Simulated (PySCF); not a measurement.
PySCF input file for BiCl2, SMILES [Cl][Bi][Cl], multiplicity 2, IEF-PCM-PBE0/def2-SVP. The structure is a stationary point at B3LYP-D3(BJ)/def2-TZVP. The spin state was assumed, not searched. The isomer is the one that the SMILES or the coordinates give; other isomers of the formula were not compared. The def2 effective core potentials stand for the cores of Bi; spin–orbit coupling is left out.

```python
import numpy as np
from pyscf import gto, scf, dft
from pyscf.solvent import pcm

mol = gto.M(
    atom='''
    Bi    0.00000000    0.00000000    0.46136436
    Cl    0.00000000    1.87460820   -1.12627182
    Cl    0.00000000   -1.87460822   -1.12627180
    ''',
    basis='def2-SVP',
    ecp={'Bi': 'def2-svp'},
    charge=0,
    spin=1,
    max_memory=1600,
    verbose=3,
)
mf = dft.UKS(mol, xc='pbe0').density_fit(auxbasis='def2-universal-jkfit')
mf.grids.level = 3
mf.conv_tol = 1e-9
mf.max_cycle = 100
mf.kernel()
fine, coarse = mf.grids, dft.Grids(mol).set(level=1).build(with_non0tab=True)
for _ in range(3):  # follow internal instabilities
    mf.grids = coarse
    mo, _, stable, _ = mf.stability(return_status=True, nroots=4)
    mf.grids = fine
    if stable:
        break
    mf.kernel(mf.make_rdm1(mo, mf.mo_occ))
res = {}
for name, eps in {'water': 78.355, 'diethylether': 4.24, 'benzene': 2.2706}.items():
    s = mf.PCM()
    s.with_solvent.method, s.with_solvent.eps, s.with_solvent.lebedev_order = 'IEF-PCM', eps, 29
    s.kernel(mf.make_rdm1())
    res[name] = (s.e_tot, eps, s.dip_moment(), s.mo_energy, s.converged)
    print(f'{name}: electrostatic solvation free energy {(s.e_tot - mf.e_tot) * 627.509474:.3f} kcal/mol')
```

Program output:

```

WARN: HOMO -0.677092180392241 >= LUMO -0.677092180392242

converged SCF energy = -1134.51162761487  <S^2> = 0.75272491  2S+1 = 2.0027231
<class 'pyscf.df.df_jk.DFUKS'> wavefunction is stable in the internal stability analysis

WARN: PCM is an experimental feature. It is still in testing.
Features and APIs may be changed in the future.

converged SCF energy = -1134.52278318124  <S^2> = 0.75265489  2S+1 = 2.0026531
Dipole moment(X, Y, Z, Debye): -0.00000,  0.00000,  5.39328
water: electrostatic solvation free energy -7.000 kcal/mol

WARN: PCM is an experimental feature. It is still in testing.
Features and APIs may be changed in the future.

converged SCF energy = -1134.51898571287  <S^2> = 0.75268189  2S+1 = 2.0026801
Dipole moment(X, Y, Z, Debye):  0.00000,  0.00000,  4.87524
diethylether: electrostatic solvation free energy -4.617 kcal/mol

WARN: PCM is an experimental feature. It is still in testing.
Features and APIs may be changed in the future.

converged SCF energy = -1134.51637838659  <S^2> = 0.75269886  2S+1 = 2.002697
Dipole moment(X, Y, Z, Debye):  0.00000,  0.00000,  4.52086
benzene: electrostatic solvation free energy -2.981 kcal/mol
```

The run converged.

Cost: around 24 core-seconds (rough).
